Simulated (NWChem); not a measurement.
System: AlGeH$_{4}$OCl; SMILES [GeH3][Al]([Cl])[OH]

Input file for NWChem:

```
start job
memory heap 200 mb stack 900 mb global 1100 mb
geometry units angstroms noautoz
  Al     0.570393    -0.582095    -0.045138
  Cl    -0.700936    -2.254822    -0.367725
  Ge    -0.280008     1.719107     0.004842
  H     -0.968950     2.088342    -1.337534
  H     -1.343017     1.896721     1.123495
  H      0.855966     2.744742     0.257352
  O      2.248429    -0.846157     0.188433
  H      2.656030    -1.727638     0.181627
end
basis spherical
  Al library def2-tzvp
  Cl library def2-tzvp
  Ge library def2-tzvp
  H library def2-tzvp
  O library def2-tzvp
end
dft
  xc hfexch
  iterations 150
  semidirect filesize 400000000
  mulliken
end
task dft energy
```

All runs use the structure optimised with PBE-D3(BJ)/def2-SVP.

Q: Give the results of this calculation. (Hartree-Fock/def2-TZVP.) Quantities: basis functions; energy (Ha); highest occupied level (eV); orbital gap (eV); dipole (D).

A: The number of basis functions is 177 and the energy (Ha) is -2854.17. The highest occupied level (eV) is -10.79 and the orbital gap (eV) is 12.28. The dipole (D) comes out as 0.72.
